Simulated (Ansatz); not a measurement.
Gas-phase electronic energies from Ansatz, PBE0-D4/def2-TZVP geometries. CCSD(T)/CBS adds triple-zeta CCSD(T) − MP2 to the extrapolated MP2 energy (def2 sets, frozen cores). This one scheme is used for every species. Functionals use def2-TZVPP. HSE06 is defined as in plane-wave codes. One conformer a species, not always the lowest.

Consider the formal exchange of groups at the Si–C bond: `CO[SiH2]C#N` + CH₄ → `CO[SiH2]C` + `C#N`.

| species | HSE06-D4 energy (Eh) |
| --- | --- |
| `CO[SiH2]C#N` | -498.42286 |
| CH₄ | -40.47297 |
| `CO[SiH2]C` | -445.53622 |
| `C#N` | -93.34136 |

Question: Work out ΔE.

Answer: ΔE = (-445.53622) + (-93.34136) − (-498.42286) − (-40.47297) = 0.01825 Eh = +47.9 kJ/mol. CCSD(T)/CBS gives +49.3 kJ/mol.

Largest T1 diagnostic among the species: 0.014.

Leaving LDA and LC-ωPBE aside and taking each functional with its dispersion term where it has one, the values, not all of them listed here, spread over 6.3 kJ/mol, from revPBE-D4 to B2PLYP. LDA lies −5.9 kJ/mol from PBE without D4. In def2-TZVPP, CCSD(T) changes the Hartree–Fock value by −7.2 kJ/mol (the triples alone add +0.2 kJ/mol) and MP2 by −4.9 kJ/mol.
